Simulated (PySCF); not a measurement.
CH4ClFOSi, SMILES CO[SiH](F)Cl. Heavy atoms are numbered as in [SiH:1]([F:2])([Cl:3])[O:4][CH3:5]. Hydrogens are named by the atom that carries them.

Geometry: B3LYP-D3(BJ)/def2-SVP. The structure was generated by enumeration, and PubChem lists no compound with its InChIKey, so it may never have been made. One conformer was computed; it need not be the lowest.

All values below come from PBE/pcSseg-1 run with PySCF.

GIAO shieldings, no solvent; atoms alike by connectivity are averaged. δ = σ(ref) − σ: ²⁹Si against TMS (σ = 335.4 ppm); ¹⁹F against CFCl3 (σ = 133.6 ppm); ³⁵Cl against HCl (σ = 936.5 ppm); ¹⁷O against H2O (σ = 334.3 ppm); ¹³C against TMS (σ = 182.0 ppm); ¹H against TMS (σ = 31.49 ppm), references at their B3LYP-D3(BJ)/def2-TZVP geometries, non-relativistic (without spin–orbit terms, shifts of atoms bonded to Cl or Br come out too high).

Computed chemical shifts:
| nucleus | atoms | count | δ (ppm) |
|---|---|---|---|
| ²⁹Si | Si1 (SiH) | 1 | -26.2 |
| ¹⁹F | F2 | 1 | -150.6 |
| ³⁵Cl | Cl3 | 1 | 88.8 |
| ¹⁷O | O4 | 1 | 68.1 |
| ¹³C | C5 (CH3) | 1 | 56.9 |
| ¹H | H on Si1 | 1 | 5.62 |
| ¹H | H on C5 | 3 | 4.22 |
